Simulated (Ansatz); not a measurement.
Method: Ansatz (a program for electronic structure) with frozen-core CCSD(T)/def2-TZVPP // PBE0-D4/def2-TZVP. The geometry is that of the parent before the electron was removed. Warnings of the run: other_roots.

Ansatz 0.2 input:
```yaml
crystal:
  periodic: [false, false, false]
  atoms:
    - { symbol: N, position_ang: [2.515141, -0.581622, 0.004627] }
    - { symbol: C, position_ang: [1.439476, -0.169943, -0.016086] }
    - { symbol: Si, position_ang: [-0.304033, 0.470354, -0.017826] }
    - { symbol: O, position_ang: [-1.341757, -0.730967, -0.394635] }
    - { symbol: H, position_ang: [-0.515995, 1.030331, 1.336098] }
    - { symbol: H, position_ang: [-0.410349, 1.491674, -1.074301] }
    - { symbol: H, position_ang: [-1.382481, -1.509828, 0.162122] }
basis:
  gaussian: { orbitals: def2-TZVPP }
correlation:
  method: ccsd_t
total_charge: 1
magnetization:
  spin_polarized: true
  initial_magnetization: 1
```

Output:

```
Functional definition: HF
1071 factors; integrals over basis functions are off by at most 9.9e-4 eV
mean field evaluation 1: about -12441.5924 eV, gradient 4.5e1 eV
mean field evaluation 2: about -12441.6033 eV, gradient 4.5e1 eV
mean field evaluation 4: about -12450.2336 eV, gradient 4.3e0 eV
mean field evaluation 8: about -12450.5973 eV, gradient 1.4e0 eV
mean field evaluation 16: about -12451.4274 eV, gradient 4.3e-2 eV
mean field evaluation 32: about -12450.5208 eV, gradient 1.2e0 eV
mean field evaluation 64: about -12450.7210 eV, gradient 7.2e0 eV
mean field evaluation 96: about -12450.9490 eV, gradient 1.1e0 eV
mean field evaluation 128: about -12451.0023 eV, gradient 3.1e0 eV
mean field evaluation 160: about -12451.1075 eV, gradient 2.3e-1 eV
mean field evaluation 192: about -12450.9648 eV, gradient 2.6e-2 eV
mean field evaluation 224: about -12449.1234 eV, gradient 8.3e0 eV
mean field evaluation 256: about -12451.3405 eV, gradient 2.0e-3 eV
mean field evaluation 288: about -12451.3446 eV, gradient 5.6e-2 eV
mean field evaluation 320: about -12451.4263 eV, gradient 2.4e-2 eV
mean field evaluation 352: about -12447.1652 eV, gradient 2.4e1 eV
mean field evaluation 384: about -12450.8707 eV, gradient 4.8e-1 eV
mean field evaluation 416: about -12450.8818 eV, gradient 1.7e-1 eV
mean field evaluation 448: about -12450.8723 eV, gradient 3.0e-1 eV
mean field evaluation 480: about -12445.9184 eV, gradient 4.2e0 eV
mean field evaluation 512: about -12445.8479 eV, gradient 4.4e-1 eV
mean field evaluation 544: about -12445.1779 eV, gradient 4.0e0 eV
mean field evaluation 576: about -12444.0792 eV, gradient 5.0e0 eV
mean field evaluation 608: about -12444.1044 eV, gradient 5.1e0 eV
mean field evaluation 640: about -12450.9258 eV, gradient 1.1e0 eV
mean field evaluation 672: about -12450.4948 eV, gradient 4.0e-4 eV
mean field -12451.42740882 eV, -457.5815173936 hartree, gradient 2.1e-6 eV, S^2 0.760855; 17 other end points of the search recorded, 0 dependent functions left out
determinant -12451.42740882 eV, -457.5815173936 hartree, with singles and doubles -12469.58032531 eV, -458.2486247699 hartree
determinant -12451.34048833 eV, -457.5783231243 hartree, with singles and doubles -12469.41248768 eV, -458.2424568510 hartree
determinant -12451.11919845 eV, -457.5701908715 hartree, with singles and doubles -12469.48897300 eV, -458.2452676347 hartree
determinant -12450.96488998 eV, -457.5645201397 hartree, with singles and doubles -12469.29617909 eV, -458.2381825891 hartree
determinant -12450.89589148 eV, -457.5619844915 hartree, with singles and doubles -12469.35238122 eV, -458.2402479794 hartree
determinant -12450.87275821 eV, -457.5611343595 hartree, with singles and doubles -12469.32709561 eV, -458.2393187503 hartree
determinant -12450.49479588 eV, -457.5472445000 hartree, with singles and doubles -12469.63956893 eV, -458.2508019330 hartree
determinant -12451.42740882 eV, -457.5815173936 hartree, with singles and doubles -12469.41546930 eV, -458.2425664235 hartree
determinant -12451.34048833 eV, -457.5783231243 hartree, with singles and doubles -12469.24144104 eV, -458.2361710029 hartree
determinant -12451.11919845 eV, -457.5701908715 hartree, with singles and doubles -12469.33033839 eV, -458.2394379200 hartree
determinant -12450.96488998 eV, -457.5645201397 hartree, with singles and doubles -12469.16667232 eV, -458.2334233031 hartree
determinant -12450.89589148 eV, -457.5619844915 hartree, with singles and doubles -12469.20478601 eV, -458.2348239555 hartree
determinant -12450.87275821 eV, -457.5611343595 hartree, with singles and doubles -12469.17175020 eV, -458.2336099117 hartree
determinant -12450.49479588 eV, -457.5472445000 hartree, with singles and doubles -12469.48818439 eV, -458.2452386538 hartree
determinant -12451.42740882 eV, -457.5815173936 hartree, with singles and doubles -12469.54330576 eV, -458.2472643267 hartree
determinant -12451.34048833 eV, -457.5783231243 hartree, with singles and doubles -12469.25280607 eV, -458.2365886600 hartree
determinant -12451.11919845 eV, -457.5701908715 hartree, with singles and doubles -12469.46862108 eV, -458.2445197154 hartree
determinant -12450.96488998 eV, -457.5645201397 hartree, with singles and doubles -12469.26435232 eV, -458.2370129768 hartree
determinant -12450.89589148 eV, -457.5619844915 hartree, with singles and doubles -12469.26007662 eV, -458.2368558479 hartree
determinant -12450.87275821 eV, -457.5611343595 hartree, with singles and doubles -12469.27960511 eV, -458.2375735066 hartree
determinant -12450.49479588 eV, -457.5472445000 hartree, with singles and doubles -12469.50351237 eV, -458.2458019465 hartree
8 core orbitals not correlated
reference -12450.49479589 eV, -457.5472445004 hartree; 11, 10 occupied and 158, 159 virtual orbitals, 1071 factors
second order -18.22285934 eV of doubles, -0.00000000 eV of singles
cycle   1  -18.07229500 eV  change   -5.1e-1 eV  update   1.2e-1
cycle   2  -18.74534585 eV  change   -6.7e-1 eV  update   4.9e-2
cycle   3  -18.96802225 eV  change   -2.2e-1 eV  update   3.3e-2
cycle   4  -18.98813670 eV  change   -2.0e-2 eV  update   1.7e-2
cycle   5  -18.99340038 eV  change   -5.3e-3 eV  update   1.0e-2
cycle   6  -19.00102999 eV  change   -7.6e-3 eV  update   6.0e-3
cycle   7  -19.00198311 eV  change   -9.5e-4 eV  update   4.9e-3
cycle   8  -19.00400584 eV  change   -2.0e-3 eV  update   4.1e-3
cycle   9  -19.00515340 eV  change   -1.1e-3 eV  update   3.6e-3
cycle  10  -19.00453889 eV  change    6.1e-4 eV  update   2.8e-3
cycle  11  -19.00681238 eV  change   -2.3e-3 eV  update   2.5e-3
cycle  12  -19.00651615 eV  change    3.0e-4 eV  update   2.1e-3
cycle  13  -19.00931287 eV  change   -2.8e-3 eV  update   1.5e-3
cycle  14  -19.00972014 eV  change   -4.1e-4 eV  update   9.3e-4
cycle  15  -19.00880568 eV  change    9.1e-4 eV  update   6.8e-4
cycle  16  -19.00884578 eV  change   -4.0e-5 eV  update   5.3e-4
cycle  17  -19.00827631 eV  change    5.7e-4 eV  update   4.5e-4
cycle  18  -19.00862185 eV  change   -3.5e-4 eV  update   2.8e-4
cycle  19  -19.00872312 eV  change   -1.0e-4 eV  update   1.8e-4
cycle  20  -19.00880379 eV  change   -8.1e-5 eV  update   1.1e-4
cycle  21  -19.00878669 eV  change    1.7e-5 eV  update   8.0e-5
cycle  22  -19.00880072 eV  change   -1.4e-5 eV  update   6.1e-5
cycle  23  -19.00878464 eV  change    1.6e-5 eV  update   4.8e-5
cycle  24  -19.00875877 eV  change    2.6e-5 eV  update   2.4e-5
cycle  25  -19.00873607 eV  change    2.3e-5 eV  update   1.1e-5
cycle  26  -19.00872357 eV  change    1.3e-5 eV  update   5.6e-6
cycle  27  -19.00872182 eV  change    1.7e-6 eV  update   4.0e-6
perturbative correction -0.97668688 eV, -0.0358925808 hartree
WARN: these amplitudes may be one of several solutions (largest doubles amplitude 0.04, level shift 1.56 eV)
Total energy: -12470.48020458 eV, -458.2816947234 hartree
```

Cost: around 70 core-minutes (rough).
